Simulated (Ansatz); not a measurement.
Total energies of Mg2S2⁻ from Ansatz at PBE0-D4/def2-TZVPD, gas phase (1 Eh = 27.2114 eV = 2625.5 kJ/mol). The reference geometry is relaxed at PBE-D4/def2-TZVPD.

```tsv
atom	x (Å)	y (Å)	z (Å)
Mg1	-1.0061	0.4675	0.8360
Mg2	1.0063	-0.4675	-0.8360
S3	-0.3880	-1.7906	0.5343
S4	0.3878	1.7906	-0.5344
```

| state | geometry | energy (Eh) |
| --- | --- | --- |
| charge -1 doublet | reference | -1196.27514 |
| charge 0 singlet | reference | -1196.21476 |
| charge -1 quartet | relaxed at PBE-D4/def2-TZVPD | -1196.21354 |

Question: Work out the vertical ionisation energy to the singlet.

Answer: E(charge 0 singlet) − E(charge -1 doublet) = -1196.21476 − (-1196.27514) = 0.06038 Eh = 1.64 eV. For comparison, −ε of the highest occupied level of the spin that leaves is 0.33 eV at this level, 1.31 eV less.

Question: Which of the charge -1 states is lowest, and how far above it are the others?

Answer: The doublet. quartet: -1196.21354 − (-1196.27514) = 0.06160 Eh = 161.7 kJ/mol.

The structure comes from a short search, and lower isomers may exist.
